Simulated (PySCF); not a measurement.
**Fine-structure interval of Au⁶²⁺ by level of theory**

Au⁶²⁺ [Ne] 3s2 3p5 [3p1/2^2 3p3/2^3, M_J = 3/2] → Au⁶²⁺ [Ne] 3s2 3p5 [3p1/2^1 3p3/2^4, M_J = 1/2], as a difference of total energies. Calculation: PySCF 2.14, in an even-tempered Gaussian basis (18 s from 20 bohr⁻², ratio 2.4; 14 p from 26 bohr⁻², ratio 2.4; 4 d from 93 bohr⁻², ratio 2.6; 4 f from 140 bohr⁻², ratio 2.6); the two-component X2C-1e Hamiltonian. Correlated levels: 1s2 frozen; the 48 highest virtual spinors dropped. "Screened" scales the spin-orbit matrix elements by Boettger's factors to mimic the two-electron term; Breit and QED terms are absent.

```csv
method,fine-structure interval (cm⁻¹)
GHF (screened spin-orbit),3902900
GMP2 (screened spin-orbit),3903400
GHF (bare spin-orbit),4017600
```
